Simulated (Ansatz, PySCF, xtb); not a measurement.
Gas-phase reaction in SMILES: O[Si](O)(O)[SiH3] + 3 [SiH4] (SiH4) -> 3 O[SiH3] + [SiH3][SiH3]
Each molecule is optimised on its own at B3LYP-D3(BJ)/def2-TZVP (Ansatz, a quantum-chemistry and plane-wave program), one conformer each, not searched for the lowest.

Wanted: bond separation energy (0 K, with B3LYP-D3(BJ) harmonic zero-point energies from PySCF), in kJ/mol. Valence correlation only, unless marked. Spin-orbit coupling is left out. Non-relativistic. CBS marks a two-point X^-3 extrapolation of the correlation energy; Hartree-Fock from the larger set. [CCSD(T)-MP2]/basis is that difference in the basis named.

| level | program | bond separation energy (kJ/mol) |
|---|---|---|
| GFN2-xTB | xtb | ? |
| PBE/def2-TZVPD | Ansatz | 64.4 |
| BLYP-D4/def2-TZVPD | Ansatz + dftd4 | ? |
| r2SCAN-D4/def2-TZVPD | Ansatz + dftd4 | 69.3 |
| B3LYP-D4/def2-TZVPD | Ansatz + dftd4 | 67.8 |
| PBE0-D4/def2-TZVPD | Ansatz + dftd4 | 67.4 |
| r2SCANh/def2-TZVPD | Ansatz | 67.1 |
| HSE06-D4/def2-TZVPD | Ansatz + dftd4 | 67.1 |
| B2GP-PLYP-D3(BJ)/def2-TZVPD | Ansatz + dftd3 | 64.0 |
| CCSD/STO-3G | Ansatz | 71.7 |
| RI-MP2/CBS(cc-pV(T+d)Z,cc-pV(Q+d)Z)+[CCSD(T)-MP2]/cc-pV(T+d)Z | Ansatz | ? |

**Question.** Some entries are withheld; supply them.

**Answer.** 
- GFN2-xTB, bond separation energy (kJ/mol): 0.0
- BLYP-D4/def2-TZVPD, bond separation energy (kJ/mol): 69.6
- RI-MP2/CBS(cc-pV(T+d)Z,cc-pV(Q+d)Z)+[CCSD(T)-MP2]/cc-pV(T+d)Z, bond separation energy (kJ/mol): 64.5
